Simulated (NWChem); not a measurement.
System: C3H4F2; SMILES FC1(F)CC1

Here is an NWChem input.

```
start job
memory heap 200 mb stack 900 mb global 1100 mb
geometry units angstroms noautoz
  F      0.000000    -1.107653     0.958418
  C      0.000000     0.000000     0.179173
  F      0.000000     1.107653     0.958418
  C     -0.774294     0.000000    -1.081999
  C      0.774294     0.000000    -1.081999
  H     -1.276453     0.919334    -1.367730
  H     -1.276453    -0.919334    -1.367730
  H      1.276453     0.919334    -1.367730
  H      1.276453    -0.919334    -1.367730
end
basis spherical
  F library def2-svp
  C library def2-svp
  H library def2-svp
end
dft
  xc hfexch
  iterations 150
  vectors input atomic output neutral.movecs
end
task dft energy
charge 1
dft
  odft
  mult 2
  vectors input atomic output cation.movecs
end
task dft energy
```

Structure relaxed at the B3LYP/6-31G* (spherical d) level.

Ions are spin-unrestricted doublets at the neutral geometry; other ion states weren't tried.

Predict the main results of this run. (Hartree-Fock/def2-SVP, vertical spin-unrestricted ions.) Quantities: basis functions; vertical ionisation energy, ΔSCF (eV); −ε(HOMO) (eV).

number of basis functions: 90
vertical ionisation energy, ΔSCF (eV): 10.77
−ε(HOMO) (eV): 12.17
